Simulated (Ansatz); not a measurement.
Basis sets compared for `C=CCCCCCCCCC[Si](Cl)(Cl)Cl`. The state is a singlet with charge 0. Geometry PBE-D4/def2-SVP. Ansatz on 2 threads of AMD EPYC 7R13 on a shared host and a share (18 GiB) of an NVIDIA H100 80GB HBM3; times are rough, and most runs start from earlier orbitals.

Cartesian coordinates in Å:
```
C -2.014 5.228 -1.905
C -2.117 3.890 -1.997
C -1.533 3.051 -3.100
C -0.400 2.107 -2.647
C -0.824 1.030 -1.644
C 0.305 0.069 -1.263
C -0.117 -1.012 -0.265
C 1.015 -1.967 0.124
C 0.594 -3.119 1.048
C -0.032 -2.701 2.387
C 0.836 -1.788 3.271
Si 2.456 -2.502 3.884
Cl 2.185 -4.457 4.520
Cl 3.948 -2.499 2.441
Cl 3.142 -1.378 5.484
H -1.485 5.816 -2.675
H -2.455 5.787 -1.065
H -2.660 3.349 -1.200
H -1.154 3.717 -3.904
H -2.342 2.435 -3.556
H 0.028 1.614 -3.547
H 0.423 2.716 -2.211
H -1.218 1.507 -0.720
H -1.675 0.448 -2.067
H 0.707 -0.414 -2.182
H 1.155 0.650 -0.838
H -0.530 -0.518 0.643
H -0.963 -1.598 -0.692
H 1.844 -1.391 0.592
H 1.456 -2.401 -0.800
H 1.477 -3.768 1.239
H -0.139 -3.763 0.514
H -0.997 -2.183 2.204
H -0.288 -3.616 2.963
H 1.083 -0.830 2.764
H 0.288 -1.508 4.197
```

Single mean-field runs in def2-TZVP are fitted with def2-universal-jkfit.

Binding counts from free atoms (C triplet, Si triplet, Cl doublet, H doublet) in the same basis, without a counterpoise term.

```json
{"level": "PBE-D4/def2-SVP", "functions": "331", "energy (Eh)": "-2099.9434", "HOMO (eV)": "-6.15", "LUMO (eV)": "-0.70", "binding per atom (eV)": "4.30", "wall time": "8.5 s"}
{"level": "PBE0-D4/def2-SVP", "functions": "331", "energy (Eh)": "-2100.1722", "HOMO (eV)": "-7.31", "LUMO (eV)": "0.30", "binding per atom (eV)": "4.26", "wall time": "7.5 s"}
```

(1) Estimate the rows for PBE-D4/def2-TZVP, PBE0-D4/def2-TZVP (with forces).

Results:

(1) 
```json
{"level": "PBE-D4/def2-TZVP", "functions": "615", "energy (Eh)": "-2100.9872", "HOMO (eV)": "-6.25", "LUMO (eV)": "-1.09", "binding per atom (eV)": "4.26", "wall time": "7 s"}
{"level": "PBE0-D4/def2-TZVP (with forces)", "functions": "615", "energy (Eh)": "-2101.1993", "HOMO (eV)": "-7.36", "LUMO (eV)": "-0.08", "binding per atom (eV)": "4.22", "wall time": "11 s"}
```
